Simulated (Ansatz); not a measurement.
iminoborane (SMILES B=N), charge 0, multiplicity 1, relaxed at each level with Ansatz (an electronic-structure program); harmonic frequencies from differences of analytic forces, average atomic masses, frozen cores.

```
level                  harmonic frequencies (cm⁻¹)  ZPE (eV)  cost over PBE/def2-TZVPP (rough)
------------------  ------------------------------  --------  --------------------------------
PBE/def2-TZVPP      437 437 716 716 1800 2831 3795     0.665                                ×1
r2SCAN/def2-TZVPP   450 450 744 744 1841 2889 3881     0.682                                ×1
PBE0/def2-TZVPP     486 486 750 750 1859 2886 3906     0.690                                ×1
wB97X-V/def2-TZVPP  504 504 765 765 1865 2889 3894     0.694                                ×2
MP2/cc-pVTZ         480 480 728 728 1806 2916 3892     0.684                              ×0.8
CCSD(T)/cc-pVTZ     469 469 718 718 1813 2873 3883     0.678                                ×8
```
